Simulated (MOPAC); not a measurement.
Job for MOPAC: PM7 on FH4NOSi (SMILES N[SiH](O)F), a point of a torsion scan.

```
PM7 1SCF PRECISE CHARGE=0 THREADS=1
FH4NOSi

N      1.25123667 1    -0.34144722 1    -0.20212697 1
Si    -0.26858762 1     0.41731147 1     0.05671326 1
O     -1.45809873 1    -0.42963146 1    -0.62663360 1
F     -0.10314261 1     1.83936735 1    -0.67565970 1
H      2.08090772 1     0.21248254 1    -0.06715447 1
H      1.40161855 1    -1.27245723 1     0.14914541 1
H     -0.75184818 1     0.70813596 1     1.38856984 1
H     -1.29947918 1    -1.02038227 1    -1.35793772 1
```

Program output:

```
*******************************************************************************
 **                                                                           **
 **                              MOPAC v23.2.5                                **
 **                                                                           **
 *******************************************************************************
 ** MOPAC's Digital Object Identifier: https://doi.org/10.5281/zenodo.6511958 **
 **                                                                           **
 ** Please cite the open-source release paper for use of this MOPAC version:  **
 ** J. E. Moussa and J. J. P. Stewart (2026)                                  **
 ** MOPAC: An open-source semiempirical molecular orbital program             **
 ** J. Open Source Softw., 11(119), 8025, https://doi.org/10.21105/joss.08025 **
 *******************************************************************************

                              PM7 CALCULATION RESULTS

 *******************************************************************************
 *  PM7        - The PM7 Hamiltonian to be used
 *
 *
 *
 *                 CHARGE ON SYSTEM = 0
 *
 *
 *
 *  PRECISE    - TIGHTER CRITERIA TO BE USED
 *  1SCF       - DO 1 SCF AND THEN STOP
 *  THREADS=1  - MULTI-THREADING NOT USED
 *  T=         - A TIME OF 172800.0 SECONDS REQUESTED
 *  DUMP=N     - RESTART FILE WRITTEN EVERY 7200.0 SECONDS REQUESTED
 *******************************************************************************
PM7 1SCF PRECISE CHARGE=0 THREADS=1
 FH4NOSi

   ATOM   CHEMICAL          X               Y               Z
  NUMBER   SYMBOL      (ANGSTROMS)     (ANGSTROMS)     (ANGSTROMS)

     1       N          1.25123667  *  -0.34144722  *  -0.20212697  *
     2      Si         -0.26858762  *   0.41731147  *   0.05671326  *
     3       O         -1.45809873  *  -0.42963146  *  -0.62663360  *
     4       F         -0.10314261  *   1.83936735  *  -0.67565970  *
     5       H          2.08090772  *   0.21248254  *  -0.06715447  *
     6       H          1.40161855  *  -1.27245723  *   0.14914541  *
     7       H         -0.75184818  *   0.70813596  *   1.38856984  *
     8       H         -1.29947918  *  -1.02038227  *  -1.35793772  *



          CARTESIAN COORDINATES

    NO.       ATOM           X           Y           Z

     1         N          1.2512     -0.3414     -0.2021
     2        Si         -0.2686      0.4173      0.0567
     3         O         -1.4581     -0.4296     -0.6266
     4         F         -0.1031      1.8394     -0.6757
     5         H          2.0809      0.2125     -0.0672
     6         H          1.4016     -1.2725      0.1491
     7         H         -0.7518      0.7081      1.3886
     8         H         -1.2995     -1.0204     -1.3579

 General Reference for PM7:
 "Optimization of Parameters for Semiempirical Methods VI: More Modifications to the
 NDDO Approximations and Re-optimization of Parameters", J. J. P. Stewart, J. Mol. Mod., 1:32, 19 (2013)
 https://link.springer.com/article/10.1007/s00894-012-1667-x

           Empirical Formula: H4 N O Si F  =     8 atoms



      MOLECULAR POINT GROUP   :   C1


      RHF CALCULATION, NO. OF DOUBLY OCCUPIED LEVELS = 13


 -------------------------------------------------------------------------------
 PM7 1SCF PRECISE CHARGE=0 THREADS=1
 FH4NOSi



     1SCF WAS SPECIFIED, SO BFGS WAS NOT USED
     SCF FIELD WAS ACHIEVED


                              PM7 CALCULATION
                                                       MOPAC v23.2.5 Linux




          FINAL HEAT OF FORMATION =       -182.37483 KCAL/MOL =    -763.05627 KJ/MOL


          COSMO AREA              =        102.15 SQUARE ANGSTROMS
          COSMO VOLUME            =         88.48 CUBIC ANGSTROMS

          IONIZATION POTENTIAL    =         10.541521 EV
          HOMO LUMO ENERGIES (EV) =        -10.542  0.563
          NO. OF FILLED LEVELS    =         13
          MOLECULAR WEIGHT        =         81.1216         POINT GROUP:  C1

          MOLECULAR DIMENSIONS (Angstroms)

            Atom       Atom       Distance
            H     8    H     5     3.82271
            H     6    F     4     3.50162
            H     5    H     7     2.44229


          SCF CALCULATIONS        =          1





   ATOM   CHEMICAL          X               Y               Z
  NUMBER   SYMBOL      (ANGSTROMS)     (ANGSTROMS)     (ANGSTROMS)

     1       N          1.25123667  *  -0.34144722  *  -0.20212697  *
     2      Si         -0.26858762  *   0.41731147  *   0.05671326  *
     3       O         -1.45809873  *  -0.42963146  *  -0.62663360  *
     4       F         -0.10314261  *   1.83936735  *  -0.67565970  *
     5       H          2.08090772  *   0.21248254  *  -0.06715447  *
     6       H          1.40161855  *  -1.27245723  *   0.14914541  *
     7       H         -0.75184818  *   0.70813596  *   1.38856984  *
     8       H         -1.29947918  *  -1.02038227  *  -1.35793772  *

                             CARTESIAN COORDINATES

   1    N        1.251236670    -0.341447220    -0.202126970
   2   Si       -0.268587620     0.417311470     0.056713260
   3    O       -1.458098730    -0.429631460    -0.626633600
   4    F       -0.103142610     1.839367350    -0.675659700
   5    H        2.080907720     0.212482540    -0.067154470
   6    H        1.401618550    -1.272457230     0.149145410
   7    H       -0.751848180     0.708135960     1.388569840
   8    H       -1.299479180    -1.020382270    -1.357937720


           Empirical Formula: H4 N O Si F  =     8 atoms



      MOLECULAR POINT GROUP   :   C1


                  EIGENVALUES
 -39.88037 -36.33779 -30.08591 -18.37584 -17.46372 -16.57950 -16.04771 -15.60746
 -14.57834 -13.99483 -13.07863 -12.57509 -10.54152   0.56345   0.59606   1.80228
   4.30031   5.51063   6.47344   7.18973  23.45437  23.92731  23.96513  24.94549
  25.11440


              NET ATOMIC CHARGES AND DIPOLE CONTRIBUTIONS

  ATOM NO.   TYPE          CHARGE      No. of ELECS.   s-Pop       p-Pop       d-Pop
    1          N          -0.681166        5.6812     1.55741     4.12376
    2         Si           0.571394        3.4286     0.79863     2.29019     0.33979
    3          O          -0.617878        6.6179     1.71560     4.90228
    4          F          -0.326387        7.3264     1.92798     5.39840
    5          H           0.283220        0.7168     0.71678
    6          H           0.276540        0.7235     0.72346
    7          H           0.122240        0.8778     0.87776
    8          H           0.372038        0.6280     0.62796
 DIPOLE           X         Y         Z       TOTAL
 POINT-CHG.     1.587    -2.155     2.231     3.484
 HYBRID         0.530    -0.216    -0.951     1.110
 SUM            2.117    -2.371     1.281     3.427


          ATOMIC ORBITAL ELECTRON POPULATIONS

     Atom    s        px        py        pz      x^2-y^2     xz        z^2       yz        xy
    1  N   1.55741   1.21210   1.19632   1.71533
    2 Si   0.79863   0.70197   0.64279   0.94542   0.07434   0.06726   0.06429   0.05221   0.08168
    3  O   1.71560   1.65214   1.65972   1.59042
    4  F   1.92798   1.93529   1.61418   1.84894
    5  H   0.71678
    6  H   0.72346
    7  H   0.87776
    8  H   0.62796

 **********************
 *                    *
 * JOB ENDED NORMALLY *
 *                    *
 **********************




 == MOPAC DONE ==
```

The run finished.

Cost: around 0.020 core-seconds (rough).
